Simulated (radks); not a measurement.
The xenon ion Xe2+ inside a hard spherical wall (all orbitals vanish at R), configuration held at [Kr] 4d10 5s2 5p4 and not refilled when levels cross. Method: scalar-relativistic Kohn-Sham, PBEsol, spin-unpolarised, spherical densities, point nucleus; computed with a radial shooting solver on a logarithmic mesh with Libxc functionals. Eigenvalues in eV, with the zero of energy where the potential of the charges vanishes at infinity; a dash marks a level that is unbound or too diffuse for the functional's potential to be trusted. A positive occupied level is held by the wall or, in an anion where self-interaction has pushed it up, behind a barrier. The pressure on the wall is -dE/dV.

R (bohr)  E (hartree)  kinetic (hartree)    e(4p)    e(4d)    e(5s)    e(5p)  e(5d, empty)  e(6s, empty)  pressure (GPa)
free      -7442.99363           7826.859  -162.42  -80.589  -39.369  -26.670       -11.631       -11.331               0
20        -7442.99363           7826.859  -162.42  -80.589  -39.369  -26.670       -11.631       -11.331        < 0.0001
12        -7442.99363           7826.859  -162.42  -80.589  -39.369  -26.670       -11.631       -11.330        < 0.0001
8         -7442.99361           7826.859  -162.42  -80.588  -39.368  -26.669       -11.596       -11.144         0.00146
5         -7442.97571           7827.037  -161.95  -80.128  -39.016  -26.262        -9.990        -5.849            3.68
4         -7442.83903           7828.018  -159.96  -78.193  -37.469  -24.325        -5.760         5.722            47.9
3.5       -7442.54969           7829.701  -157.23  -75.560  -35.100  -21.255        -0.258        19.716             178
3         -7441.71844           7833.780  -152.01  -70.555  -29.649  -14.199        11.032        47.054             705
2         -7430.74114           7876.648  -120.76  -39.934   24.376   51.002        96.534        236.31           18000
1.5       -7394.75184           7998.882  -64.238   21.153   171.36   213.08        275.15        604.91          151000
